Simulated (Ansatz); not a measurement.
`CC(F)(F)C=O` + `O=C(S)[SeH]` → `O=C[Se]C(=O)S` + `CC(F)F`  (substitution at a C–C bond)

Program: Ansatz. Geometries: PBE0-D4/def2-TZVP. ΔE: electronic, gas phase. CCSD(T)/CBS is the MP2 limit (def2-TZVPP, def2-QZVPP) plus CCSD(T) − MP2 in def2-TZVPP, frozen cores. DFT in def2-TZVPP. B3LYP here is the variant with VWN-RPA as its local correlation; programs differ in this. For Se outer-core shells are correlated without core-valence functions, which leaves a few kJ/mol of doubt a bond. Scalar relativity is left out up to krypton. One conformer a species, not always the lowest.

Problem. Is it downhill or uphill in electronic energy at CCSD(T)/CBS, and by how much? (An estimate is asked.)

Solution. Computed: Downhill: ΔE = -7.2 kJ/mol.

Problem. What do these levels give: PBE-D4, r2SCAN-D4, PBE0-D4, ωB97X-V, B2PLYP, r2SCAN, B3LYP, MP2/def2-TZVPP, CCSD(T)/def2-TZVPP, HF/def2-QZVPP, MP2/def2-QZVPP, CCSD/CBS(def2)? (An estimate is asked.)

Solution. Computed: PBE-D4 -26.7, r2SCAN-D4 -19.2, PBE0-D4 -14.6, ωB97X-V -1.6, B2PLYP -13.6, r2SCAN -18.8, B3LYP -14.7, MP2/def2-TZVPP -13.4, CCSD(T)/def2-TZVPP -6.5, HF/def2-QZVPP 13.3, MP2/def2-QZVPP -13.9, CCSD/CBS(def2) -1.1 kJ/mol.

Largest T1 diagnostic among the species: 0.017.

From PBE to PBE0 (25 % exact exchange), in def2-TZVPP and without D4, ΔE moves by +12.1 kJ/mol. In def2-TZVPP, CCSD(T) changes the Hartree–Fock value by −20.0 kJ/mol (the triples alone add −6.1 kJ/mol) and MP2 by −26.9 kJ/mol.
